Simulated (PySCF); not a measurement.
C3H5FOSi, SMILES F[Si@H](CO)C#C. Atoms are numbered in the order given.

```xyz
11

C      2.3272     0.4578    -1.1355
C      1.4086     0.2407    -0.3706
Si    -0.0409    -0.0699     0.7221
F      0.1540    -1.5142     1.4506
C     -1.5430    -0.0761    -0.4058
O     -1.5299     1.1454    -1.1367
H      3.1504     0.6482    -1.8046
H     -0.1086     0.9710     1.7731
H     -1.5619    -0.9679    -1.0626
H     -2.4769    -0.0972     0.1786
H     -0.7339     1.1552    -1.6836
```
Charge 0, spin multiplicity 1.

Coordinates come from a ωB97X-D3(BJ)/def2-SVP optimisation. The structure was generated by enumeration; whether it is a known compound was not checked. The values are those of a single conformer.

Level of theory: ωB97X-D3(BJ)/def2-SVP (PySCF).

Frequencies are harmonic and unscaled.

Problem. List the normal modes with their intensities. (Estimate from the structure and the level; the computed values follow.)

Solution. 
```
mode  ν (cm⁻¹)  IR (km/mol)  Raman (Å⁴/amu)  depolarisation   moving atoms (share of kinetic energy)
----  --------  -----------  --------------  --------------  ---------------------------------------
1           86          3.1             2.6            0.75                   O 40 %, C 33 %, H 17 %
2          115          5.1             1.0            0.74           C 32 %, H 27 %, O 22 %, F 15 %
3          160          6.9             6.3            0.75          F 36 %, C 36 %, H 12 %, Si 11 %
4          174          5.5             5.5            0.75  C 40 %, H 21 %, Si 16 %, F 12 %, O 11 %
5          297          2.8             2.8            0.65                   O 33 %, C 31 %, F 25 %
6          344        108.6             5.4            0.72                   C 46 %, H 41 %, Si 8 %
7          378         30.3             3.8            0.52          C 48 %, F 19 %, Si 16 %, H 14 %
8          406         60.8             1.0            0.75                           H 73 %, C 16 %
9          613         54.6             6.2            0.06                  C 58 %, Si 26 %, H 13 %
10         713         25.1             6.1            0.73                   H 64 %, C 27 %, Si 8 %
11         768         85.1             6.4            0.16                  Si 34 %, C 33 %, H 29 %
12         774         31.4             1.6            0.74                           H 75 %, C 25 %
13         792         22.5             1.5            0.75                           H 75 %, C 25 %
14         842         24.0             7.6            0.75                           H 75 %, F 18 %
15         875        181.4             6.5            0.74                  H 72 %, C 15 %, Si 11 %
16         920        232.9             2.2            0.47                  Si 45 %, F 38 %, H 16 %
17        1094         69.5             3.6            0.69                   O 46 %, C 41 %, H 13 %
18        1155         35.4             3.7            0.75                                   H 95 %
19        1304          2.5             4.2            0.17                           H 71 %, C 26 %
20        1388         32.3             5.1            0.75                    H 82 %, C 10 %, O 8 %
21        1460          6.0            14.8            0.71                                   H 94 %
22        2195         58.7           108.2            0.24                           C 90 %, H 10 %
23        2316        110.0           135.3            0.19                                   H 97 %
24        3044         26.3           120.4            0.16                                   H 94 %
25        3138          8.7           118.0            0.50                            H 91 %, C 9 %
26        3467         47.0            40.4            0.26                           H 85 %, C 15 %
27        3858         44.0            39.5            0.16                                   H 94 %
```
